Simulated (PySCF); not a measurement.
Precursor series Y Cl-F. Gas-phase values, no solvent.

The HOMO from two functionals at the same geometries (r2SCAN-D4/def2-SVP), both in PySCF: PBE-D3(BJ)/def2-TZVP and B3LYP-D3(BJ)/def2-TZVP. B3LYP has the VWN-RPA correlation part, as in Gaussian. 

```csv
species,PBE-D3(BJ)/def2-TZVP (eV),B3LYP-D3(BJ)/def2-TZVP (eV)
0 of 3 Cl replaced by F ([Y(Cl)3]),-7.74,-8.83
1 of 3 Cl replaced by F ([Y(Cl)2(F)]),-7.66,-8.78
2 of 3 Cl replaced by F ([Y(Cl)(F)2]),-7.53,-8.68
3 of 3 Cl replaced by F,-8.56,-10.24
```

Over these rows, drawn at random from the members with no instability flagged (it was tested for open shells, ions and some series alone), PBE minus B3LYP-D3(BJ): mean +1.26 eV, from +1.09 eV to +1.68 eV.
